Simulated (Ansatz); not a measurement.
System: Cs₂ (charge 0, singlet). 
Geometry from a B3LYP-D3(BJ)/def2-TZVP (Ansatz, a program for electronic structure) optimisation:
```xyz
2

Cs     0.0000     0.0000    -2.3693
Cs     0.0000     0.0000     2.3693
```

Basis-set convergence of Hartree-Fock and CCSD correlation energies (hartree) with Ansatz. Cores are frozen in the correlated levels unless marked. No spin-orbit coupling. The frozen core is the preceding noble-gas configuration, with the filled d and f shells of earlier blocks. The outer core of K, Ca and their heavier congeners is not correlated, a term that matters for these elements. In def2 rows, elements after Kr have scalar-relativistic effective core potentials.

The Hartree-Fock reference is unstable (checked in the largest basis), which strains HF and MP2. The T1 diagnostic of CCSD in the largest basis is 0.026, which is high, so the coupled-cluster rows are less sure than usual.

| basis | functions | E(HF) | E(corr, CCSD) |
|---|---|---|---|
| def2-SVP | 48 | -39.70324 | -0.01916 |
| def2-TZVPP | 72 | -39.70347 | -0.01919 |
| def2-QZVPP | 124 | -39.70384 | -0.02132 |

Extrapolating the two largest sets (X = 3 and 4) as X^-3: E(corr) = (64·(-0.02132) - 27·(-0.01919))/37 = -0.0229 Eh, an estimate of the basis-set limit. The largest set recovers 93.2 % of it, the smallest 83.8 %.
